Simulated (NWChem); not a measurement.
# SnF cation, singlet; SMILES [F][Sn+]

```xyz
2

Sn     0.0000     0.0000    -0.2904
F      0.0000     0.0000     1.6133
```
Atoms are numbered in this order, from 1.

All runs: NWChem. Low-valent species are run as closed-shell singlets; no triplet was tried in these runs. Geometry: optimised at PBE0/def2-SVP. def2 effective core potentials on Sn; no spin-orbit coupling. B3LYP is NWChem's, with the RPA form of VWN correlation. Total energies compare along this basis series because the functional is fixed.

```csv
level,basis functions,energy (Ha),highest occupied level (eV),orbital gap (eV),relative time
B3LYP/def2-SVP,40,-313.8799,-16.18,6.55,1
B3LYP/def2-SVPD,55,-313.8924,-16.36,6.64,1
B3LYP/def2-TZVP,81,-314.0190,-16.28,6.59,3
B3LYP/def2-TZVPP,81,-314.0190,-16.28,6.59,3
B3LYP/def2-QZVP,139,-314.0270,-16.28,6.60,20
```

Times are rough ratios from one shared machine.
